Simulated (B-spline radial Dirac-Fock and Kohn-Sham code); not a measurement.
## Electron momentum distribution of Ho: Compton profiles

System: atomic holmium in the configuration 1s2 2s2 2p6 3s2 3p6 3d10 4s2 4p6 4d10 4f13 5s2 5p6 (not the ground configuration).

The run's input, task.json:

```json
{"items": [{
  "Z": 67,
  "q": 0,
  "cfg": [[1, 0, 2], [2, 0, 2], [2, 1, 6], [3, 0, 2], [3, 1, 6], [3, 2, 10], [4, 0, 2], [4, 1, 6], [4, 2, 10], [4, 3, 13], [5, 0, 2], [5, 1, 6]],
  "A": 165,
  "rrms": 5.2022,
  "do": ["scatter"],
  "s": [0.0, 0.08, 0.1, 0.13, 0.15, 0.19, 0.23, 0.28, 0.34, 0.41, 0.51, 0.62, 0.75, 0.92, 1.13, 1.37, 1.68, 2.05, 2.5, 3.05, 3.72, 4.55, 5.55],
  "pz": [0, 0.1, 0.2, 0.3, 0.4, 0.5, 0.6, 0.8, 1.0, 1.2, 1.4, 1.6, 1.8, 2.0, 2.5, 3.0, 4.0, 5.0, 7.0, 10.0, 15.0, 20.0, 30.0, 40.0, 60.0, 100.0],
  "hv_scatter": [1000, 2000, 5000, 8047.8, 17479.3, 20000, 30000, 1000000]
}]}
```

Launch: `python xray_run.py task.json out`

The computed values come from an atomic code on a B-spline grid: the impulse approximation on configuration-average Dirac-Fock orbitals. pz is in atomic units of momentum; subshell profiles are per electron, for a selection of subshells; open shells are spread over both j values by their weights.

```tsv
pz	J total	J 2p1/2	J 3p1/2	J 4p3/2	J 5p3/2
0	9.192	0.0202	0.0537	0.130	0.408
0.2	9.053	0.0202	0.0537	0.130	0.407
0.3	8.756	0.0202	0.0537	0.130	0.403
0.4	8.420	0.0202	0.0537	0.130	0.396
0.5	8.102	0.0202	0.0537	0.130	0.382
0.6	7.786	0.0202	0.0537	0.130	0.361
0.8	7.123	0.0202	0.0537	0.130	0.303
1	6.451	0.0202	0.0537	0.129	0.232
1.2	5.838	0.0202	0.0537	0.127	0.165
1.4	5.328	0.0202	0.0536	0.124	0.109
1.6	4.924	0.0202	0.0536	0.121	0.0691
1.8	4.610	0.0202	0.0535	0.117	0.0424
2	4.359	0.0202	0.0534	0.111	0.0262
2.5	3.864	0.0202	0.0530	0.0947	0.0119
3	3.418	0.0202	0.0523	0.0753	0.0106
4	2.564	0.0201	0.0498	0.0396	0.00853
5	1.887	0.0201	0.0457	0.0180	0.00422
7	1.134	0.0198	0.0340	0.00764	0.000889
10	0.6714	0.0189	0.0161	0.00619	0.000693
15	0.3267	0.0159	0.00326	0.00117	0.000142
20	0.1760	0.0119	0.00193	0.000446	4.60e-05
30	0.06439	0.00535	0.00143	0.000318	3.32e-05
40	0.02913	0.00215	0.000636	0.000124	1.31e-05
60	0.008807	0.000378	0.000108	1.65e-05	1.73e-06
100	0.001568	2.63e-05	6.97e-06	< 1e-6	< 1e-6
```

J(0) = 9.192. The 4f7/2 subshell gives the largest part, 19 %.

Mean momentum ⟨p⟩ by subshell (a.u.): 1s1/2 66.7, 2s1/2 23.8, 2p1/2 31.6, 2p3/2 28.7, 3s1/2 12.0, 3p1/2 14.3, 3p3/2 13.4, 3d3/2 16.1, 3d5/2 15.8, 4s1/2 6.01, 4p1/2 6.72, 4p3/2 6.35, 4d3/2 6.85, 4d5/2 6.71, 4f5/2 5.77, 4f7/2 4.97, 5s1/2 2.12, 5p1/2 2.17, 5p3/2 1.97.
